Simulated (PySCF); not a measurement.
Isomers of C8H10OS, from PBE0-D3(BJ)/def2-SVP geometry optimisation, gas phase (PySCF). One conformer each, no zero-point energy, no frequencies.

Question: Which isomer lies lowest at this level?
A. `[CH3:1][S:2][c:3]1[cH:4][cH:5][c:6]([CH2:7][OH:8])[cH:9][cH:10]1` with C1–S2–C3–C4 -179°, C5–C6–C7–O8 -153°, C6–C7–O8–H 58° (4-(methylthio)benzyl alcohol): A = 3329, B = 546.0, C = 475.7 MHz, dipole 1.20 D
B. `[CH:1]#[C:2][C@@H:3]1[CH2:4][S:5][CH2:6][C@@H:7]([CH3:8])[C:9]1=[O:10]` with C2–C3–C4–S5 -64°, C3–C4–S5–C6 -57°, C4–S5–C6–C7 57°, S5–C6–C7–C8 175°: A = 1341, B = 1137, C = 829.2 MHz, dipole 1.11 D
C. `[CH:1]#[C:2][C@@:3]1([S@@:4]([CH3:5])=[O:6])[C@@H:7]2[CH2:8][CH2:9][C@H:10]12` with C2–C3–S4–C5 -59°: A = 1573, B = 1126, C = 876.4 MHz, dipole 4.16 D
D. `[CH3:1][c:2]1[cH:3][cH:4][c:5]([S@@:6]([CH3:7])=[O:8])[cH:9][cH:10]1` with C4–C5–S6–C7 -104° (1-methyl-4-(methylsulfinyl)benzene): A = 3046, B = 640.8, C = 574.9 MHz, dipole 4.17 D

Answer: A. That is 4-(methylthio)benzyl alcohol, `c1c(SC)ccc(CO)c1`, 26.1 kcal/mol below the next.

| SMILES | mapped SMILES | E (Eh) | relative (kcal/mol) | relative (kJ/mol) | dipole (D) |
| --- | --- | --- | --- | --- | --- |
| CSc1ccc(CO)cc1 | [CH3:1][S:2][c:3]1[cH:4][cH:5][c:6]([CH2:7][OH:8])[cH:9][cH:10]1 | -783.30610 | 0.0 | 0.0 | 1.20 |
| Cc1ccc([S@@](C)=O)cc1 | [CH3:1][c:2]1[cH:3][cH:4][c:5]([S@@:6]([CH3:7])=[O:8])[cH:9][cH:10]1 | -783.26444 | 26.1 | 109.4 | 4.17 |
| C#C[C@@H]1CSC[C@@H](C)C1=O | [CH:1]#[C:2][C@@H:3]1[CH2:4][S:5][CH2:6][C@@H:7]([CH3:8])[C:9]1=[O:10] | -783.24142 | 40.6 | 169.8 | 1.11 |
| C#C[C@@]1([S@@](C)=O)[C@@H]2CC[C@@H]21 | [CH:1]#[C:2][C@@:3]1([S@@:4]([CH3:5])=[O:6])[C@@H:7]2[CH2:8][CH2:9][C@H:10]12 | -783.12337 | 114.7 | 479.8 | 4.16 |

As drawn, the lowest has an aromatic ring and an O–H bond, which the highest lacks; the highest has a three-membered ring, a four-membered ring and a C≡C bond, which the lowest lacks.
